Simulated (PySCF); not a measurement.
## Exercise with solution: oscillator strength and radiative lifetime

C2H4ClNSi, SMILES C1=NC[Si@H]1Cl.

Geometry: PBE0-D3(BJ)/def2-SVP. The structure was generated by enumeration; whether it is a known compound was not checked.

TDDFT-PBE/def2-SVPD in PySCF puts the first singlet state with f over 0.02 at 5.57 eV (vertical), with the transition dipole (-0.518, 0.113, -0.228) in atomic units.

Question: Find the oscillator strength, the wavelength and the radiative lifetime that this transition would have in vacuum if emission retraced absorption.

Answer: 
|μ|² = 0.3331 au, so |μ| = 1.47 D. ΔE = 5.57/27.211 = 0.2047 hartree. f = (2/3) ΔE |μ|² = 0.045 (the program prints 0.045).
λ = 1239.84/5.57 = 223 nm; ν = 44925 cm⁻¹.
Einstein's coefficient A = 0.6670 ν² f s⁻¹ (ν in cm⁻¹) = 6.1e7 s⁻¹, so τ = 1/A = 16 ns. This state is S4; the lower singlets have f = 0.002, 0.001, 0.002. The figure is the radiative limit of this one transition; relaxation, internal conversion, crossing to triplets and a medium change what is measured.
